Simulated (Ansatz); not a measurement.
The cluster NbO3H (the lowest singlet isomer of a short search). The state is a singlet with charge 0. Geometry B3LYP-D4/def2-TZVP, basis def2-TZVP, Ansatz.

Cartesian coordinates in Å:
```
Nb -0.4202 -0.5418 0.2587
O 0.6533 -1.7266 -0.3876
O -0.2118 -0.4899 1.9711
O -0.2810 1.1979 -0.5682
H 0.2597 1.5605 -1.2739
```

| run | HOMO (eV) | LUMO (eV) |
| --- | --- | --- |
| A | -7.75 | -3.89 |
| B | -12.12 | -1.11 |
| C | -6.94 | -4.15 |
| D | -6.56 | -4.25 |
| E | -6.81 | -4.50 |
| F | -7.91 | -3.91 |

In the def2 sets Nb takes a core potential; there is no spin–orbit coupling. B3LYP takes the VWN-RPA correlation. HSE06 is defined as in plane-wave codes, on full-range PBE exchange. The structure comes from a short search, and lower isomers may exist.

Q: The runs used B3LYP, B97M-V, HF, HSE06, LDA (SPW92), PBE. Estimate which is which.

A: A HSE06 (range-separated); B HF (100 % exact exchange); C B97M-V (0 % exact exchange); D PBE (0 % exact exchange); E LDA (SPW92) (0 % exact exchange); F B3LYP (20 % exact exchange). Exact exchange lowers occupied and raises empty levels; among semilocal functionals meta-GGAs tend to open the gap a little, and such runs are hard to tell apart. The gap grows from 2.31 eV (LDA (SPW92)) to 11.02 eV (HF).
